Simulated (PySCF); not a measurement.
Excitation energy of O⁺ by level of theory

O⁺ [He] 2s2 2p3 (4S) → O⁺ [He] 2s2 2p2 3s1, s spin flipped, as a difference of total energies. Computed with PySCF 2.14 in x2c-QZVPPall with one added diffuse shell each of s, p, d, f type (8s5p4d3f1g, 73 functions), with the spin-free X2C one-electron Hamiltonian (Gaussian nucleus). Correlated levels: valence: 1s2 frozen. The calculations carry no spin-orbit coupling.

```tsv
method	excitation energy (eV)
UHF	23.205
MP2 (valence)	23.602
SCS-MP2 (valence)	23.352
```

How much does correlation contribute at MP2 (valence)?

23.602 − (23.205) = 0.397 eV, measured against UHF.

The upper determinant mixes two multiplicities, so it lies between the two terms.

The promoted electron is Rydberg-like, and one or two diffuse shells describe it only roughly, which tends to raise the upper state.

The coupled-cluster amplitudes are large for the upper state (T1 above 0.03 or a double amplitude above 0.15), so a single reference is strained.
